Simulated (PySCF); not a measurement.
SiHMe2(tBu), C6H16Si.
InChI=1S/C6H16Si/c1-6(2,3)7(4)5/h7H,1-5H3

The closed-shell ground state was solved at several levels (PySCF, density fitting, gas phase, non-relativistic). Geometry: PBE0-D3(BJ)/def2-SVP; no solvent, vibrations or thermal averaging.

```csv
level,basis functions,total energy (Eh),HOMO (eV),LUMO (eV),gap (eV),dipole (D)
B3LYP/pcSseg-1,206,-527.7843,-7.34,0.82,8.16,0.51
B3LYP/def2-SVPD,272,-527.5701,-7.32,0.28,7.60,0.52
```

Question: Estimate the row for PBE0/pcSseg-1, a basis of 206 functions; the other rows only guide the guess.

Answer: Total energy -527.3289 Eh, HOMO -7.52 eV, LUMO 1.13 eV, gap 8.65 eV, dipole 0.52 D.

Question: Over all these levels, which gives the widest orbital gap and which the narrowest?

Answer: PBE0/pcSseg-1 (global hybrid, 25 % exact exchange) has the widest, 8.65 eV, and B3LYP/def2-SVPD (global hybrid, 20 % exact exchange) the narrowest, 7.60 eV. Functional and basis both differ between the two, so the spread mixes both effects.

Question: How far do the dipole and the HOMO energy spread over the levels?

Answer: The dipole runs from 0.51 to 0.52 D (mean 0.52 D) and the HOMO from -7.52 to -7.32 eV.
